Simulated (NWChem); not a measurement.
**Ionisation of CH₃N₂S**

```xyz
7

N      0.9317    -1.0215     0.7557
C     -0.0712    -0.3133     0.2789
N     -1.3564    -0.7116     0.4692
S      0.3246     1.0276    -0.7418
H      1.7973    -0.4680     0.8432
H     -1.5091    -1.6146     0.9227
H     -2.0829    -0.3472    -0.1453
```
Charge 0, spin multiplicity 2.

Everything below was run with NWChem. The geometry was optimised at UPBE/def2-SVP, a minimum by its harmonic frequencies. It is one conformer; others weren't searched.

Basis set: def2-SVPD. −ε marks an orbital energy of the parent.

B3LYP has NWChem's definition, with VWN1-RPA local correlation. The structure started from a generated list of species. No SCF solution was tested for a lower state.

Task: One of these methods gave a first vertical ionisation energy of 5.78 eV. Which?
(A) −ε(beta HOMO) of PBE
(B) G0W0@PBE
(C) −ε(beta HOMO) of B3LYP
(D) G0W0@PBE0

Result: A, −ε(beta HOMO) of PBE. The others give 6.78 (−ε(beta HOMO) of B3LYP), 8.00 (G0W0@PBE), 8.46 (G0W0@PBE0).
